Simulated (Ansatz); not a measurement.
`B[SiH](B)[SiH3]`. Charge 0, multiplicity 1. All single points use the PBE0-D4/def2-TZVP geometry.

```xyz
12

B     1.857    0.770   -0.229
Si    0.242   -0.191   -0.855
B    -0.061   -2.018   -0.154
Si   -1.286    0.903    0.595
H     2.273    0.542    0.869
H     2.392    1.618   -0.879
H    -0.214    0.085   -2.246
H     0.328   -2.285    0.945
H    -0.677   -2.845   -0.759
H    -1.285    2.367    0.331
H    -0.903    0.666    2.010
H    -2.664    0.388    0.371
```

Problem. What is the dipole moment at r2SCAN/def2-TZVPP? (An estimate is asked.)

Solution. Computed: 0.07 D, with components (-0.03, 0.01, -0.06) D in this frame, pointing from negative to positive charge.

Problem. And with PBE, B3LYP, ωB97M-V? (Best estimate.)

Solution. Ansatz gave: PBE 0.16 D, B3LYP 0.17 D, ωB97M-V 0.28 D.

Problem. Give the Mulliken charges with r2SCAN, ωB97M-V, PBE in def2-TZVPP. (Best estimate.)

Solution. Ansatz gave: 
```json
{"atom": "B1", "r2SCAN": "-0.08", "ωB97M-V": "-0.19", "PBE": "-0.07"}
{"atom": "Si2", "r2SCAN": "0.13", "ωB97M-V": "-0.02", "PBE": "0.02"}
{"atom": "B3", "r2SCAN": "-0.08", "ωB97M-V": "-0.19", "PBE": "-0.07"}
{"atom": "Si4", "r2SCAN": "0.14", "ωB97M-V": "0.01", "PBE": "0.08"}
{"atom": "H5", "r2SCAN": "0.03", "ωB97M-V": "0.11", "PBE": "0.05"}
{"atom": "H6", "r2SCAN": "0.03", "ωB97M-V": "0.10", "PBE": "0.04"}
{"atom": "H7", "r2SCAN": "-0.08", "ωB97M-V": "-0.01", "PBE": "-0.06"}
{"atom": "H8", "r2SCAN": "0.03", "ωB97M-V": "0.11", "PBE": "0.05"}
{"atom": "H9", "r2SCAN": "0.03", "ωB97M-V": "0.10", "PBE": "0.04"}
{"atom": "H10", "r2SCAN": "-0.05", "ωB97M-V": "-0.01", "PBE": "-0.03"}
{"atom": "H11", "r2SCAN": "-0.05", "ωB97M-V": "0.00", "PBE": "-0.03"}
{"atom": "H12", "r2SCAN": "-0.05", "ωB97M-V": "-0.01", "PBE": "-0.03"}
```

B3LYP here is the variant with VWN-RPA as its local correlation; programs differ in this.
